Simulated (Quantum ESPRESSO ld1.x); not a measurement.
The numbers below are computed, except where a source is named.
Problem. The table gives one normalised radial function P(r) = r R(r) (large component) of Yb2+ in [Xe] 4f14 (r in bohr). Code: ld1.x of Quantum ESPRESSO 7.5. Model: Dirac Kohn-Sham, Slater X-alpha with alpha = 1, spin-unpolarised, spherical densities, point nucleus.

| r | P |
|---|---|
| 0.001306 | 0.0001 |
| 0.001521 | 0.0001 |
| 0.00177 | 0.0001 |
| 0.002061 | 0.0002 |
| 0.0024 | 0.0002 |
| 0.002793 | 0.0004 |
| 0.003252 | 0.0005 |
| 0.003786 | 0.0007 |
| 0.004372 | 0.0011 |
| 0.00509 | 0.0016 |
| 0.005925 | 0.0023 |
| 0.006898 | 0.0033 |
| 0.008031 | 0.0049 |
| 0.009349 | 0.0072 |
| 0.01088 | 0.0105 |
| 0.01267 | 0.0154 |
| 0.01463 | 0.0219 |
| 0.01703 | 0.0318 |
| 0.01983 | 0.0459 |
| 0.02309 | 0.0656 |
| 0.02688 | 0.0928 |
| 0.03129 | 0.1299 |
| 0.03643 | 0.1792 |
| 0.0424 | 0.2430 |
| 0.04897 | 0.3182 |
| 0.05701 | 0.4134 |
| 0.06637 | 0.5221 |
| 0.07727 | 0.6374 |
| 0.08995 | 0.7468 |
| 0.1047 | 0.8317 |
| 0.1219 | 0.8678 |
| 0.1419 | 0.8285 |
| 0.1639 | 0.7002 |
| 0.1908 | 0.4564 |
| 0.2221 | 0.1079 |
| 0.2586 | -0.3136 |
| 0.301 | -0.7521 |
| 0.3505 | -1.1371 |
| 0.408 | -1.4017 |
| 0.475 | -1.5035 |
| 0.5485 | -1.4455 |
| 0.6386 | -1.2538 |
| 0.7434 | -0.9848 |
| 0.8655 | -0.7005 |
| 1.008 | -0.4498 |
| 1.173 | -0.2589 |
| 1.365 | -0.1323 |
| 1.59 | -0.0592 |
| 1.836 | -0.0241 |
| 2.137 | -0.0079 |
| 2.488 | -0.0021 |
| 2.897 | -0.0005 |
| 3.372 | -0.0001 |
| 3.926 | 0.0000 |
| 4.57 | 0.0000 |
| 5.32 | 0.0000 |
| 6.144 | 0.0000 |
| 7.153 | 0.0000 |
| 8.327 | 0.0000 |
| 9.694 | 0.0000 |

Which n and l does it have? It may be an empty orbital.

Solution. n = 4, l = 2: the number of nodes gives n - l - 1 = 1, the rise at small r points to l (for j = l - 1/2 the large component starts as r^gamma with gamma = sqrt(l^2 - (Z/c)^2) = 1.93 and the r^(l+1) term takes over further out; the orbital of l - 1 with the same j starts with the same power, but with a larger coefficient, and does not steepen), and the extent must fit the shell. The curve is that of 4d3/2; the two j differ most near the nucleus, where j = l - 1/2 has the larger amplitude, and in heavy atoms j = l - 1/2 is also the more compact. 4d3/2: eigenvalue -208.92 eV, 1 radial node at r = 0.231 bohr, <r> = 0.547 bohr, 90 % of the charge inside 0.823 bohr.
